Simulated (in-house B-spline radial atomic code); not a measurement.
## Correlation energy from the adiabatic connection: −Z/r, Z = 1.5, wall at 0.5 bohr

Two electrons in a singlet, external potential −Z/r, Z = 1.5, wall at 0.5 bohr (atomic units). Full CI in B-splines (partial waves to l = 8, correlation up to 0.6 % small) with the density held fixed gives W(λ) = <V_ee>_λ − U, and E_c is the integral of W(λ) − W(0) from 0 to 1.

```tsv
λ	W(λ) − W(0) (hartree)
0	0.00000
0.02	-0.00210
0.05	-0.00524
0.12	-0.01251
0.25	-0.02585
0.4	-0.04094
0.6	-0.06060
0.8	-0.07975
1	-0.09840
```

**Question.** Integrate the table by the trapezoid rule.

**Answer.** The strips give -0.00002, -0.00011, -0.00062, -0.00249, -0.00501, -0.01015, -0.01404, -0.01781, which sum to -0.05026 hartree. The direct value, W(1) − W(0) + T_c with T_c = 0.04810, is -0.05030; the curve is convex, so chords lie above it and the trapezoids fall short in size by 0.08 %.

**Question.** Now use only three numbers: W(0) = -3.7113, the initial slope W'(0) = -0.1051 (extrapolated from the first points) and the strong-coupling limit of the point-charge-plus-continuum model, W∞ = -3.9283. What do second-order theory and the interpolation W(λ) = W∞ + (W(0) − W∞)/√(1 + 2χλ) of Seidl, Perdew and Levy give?

**Answer.** Second order keeps the slope alone: E_c = W'(0)/2 = -0.05255, +4 % in size against -0.05030. Matching the slope fixes χ = W'(0)/(W∞ − W(0)) = -0.1051/(-0.21700) = 0.48433. Integrating, with s = √(1 + 2χ) = 1.403091, E_c = −(W(0) − W∞)(s − 1)/(s + 1) = −0.21700 × 0.403091/2.403091 = -0.03640 hartree, -27.6 % in size against the full result. At λ = 1 the formula gives W − W(0) = -0.06234 against -0.09840. Part of the miss can come from the model's W∞, which here lies above the computed W at λ = 10, -4.31795.
